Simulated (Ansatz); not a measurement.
This geometry of C2H6BFN2 (12 atoms, charge 0, multiplicity 1) is a first-order saddle point.

The calculation used RKS r2SCAN-D4/STO-3G (Ansatz).

```xyz
12
Properties=species:S:1:pos:R:3
N -1.869 0.209 1.131
C -0.615 -0.126 0.917
C 0.006 0.046 -0.480
N 0.789 -1.231 -0.900
B 0.992 1.317 -0.476
F 2.284 1.144 -0.592
H -2.047 0.000 2.174
H 0.081 -0.539 1.681
H -0.832 0.254 -1.175
H 0.226 -1.592 -1.726
H 0.507 -1.947 -0.164
H 0.555 2.410 -0.355
```

Problem. Which two structures does it join? (They come from a converged band through this point; their orientation in space is the band's.)

Solution. No bond is made or broken. The dihedral C2–C3–N4–H10 goes from 47 to 178°.

Initial state:

```xyz
12
Properties=species:S:1:pos:R:3
N -2.076 0.100 0.777
C -0.788 -0.174 0.733
C 0.037 0.171 -0.525
N 0.666 -1.082 -1.152
B 1.156 1.265 -0.183
F 2.420 0.918 -0.140
H -2.416 -0.267 1.733
H -0.218 -0.695 1.535
H -0.672 0.594 -1.264
H -0.137 -1.782 -1.176
H 1.256 -1.486 -0.362
H 0.848 2.382 0.057
```

Final state:

```xyz
12
Properties=species:S:1:pos:R:3
N -1.874 0.364 1.177
C -0.671 -0.125 0.967
C -0.026 -0.031 -0.431
N 0.747 -1.331 -0.673
B 0.961 1.234 -0.429
F 2.257 1.057 -0.500
H -2.078 0.179 2.219
H -0.027 -0.627 1.721
H -0.852 0.157 -1.154
H 1.135 -1.211 -1.656
H -0.015 -2.052 -0.847
H 0.519 2.329 -0.357
```

Problem. How far does it lie above each of them?

Solution. 4.1 kcal/mol above the first and 3.3 kcal/mol above the second. This is the barrier of this one path; another mechanism may lie lower. Limits of this set-up: minimal basis.

The run took 3.4 min on 1 thread of Arm Neoverse V1, on a shared host, peak memory 0.12 GiB.
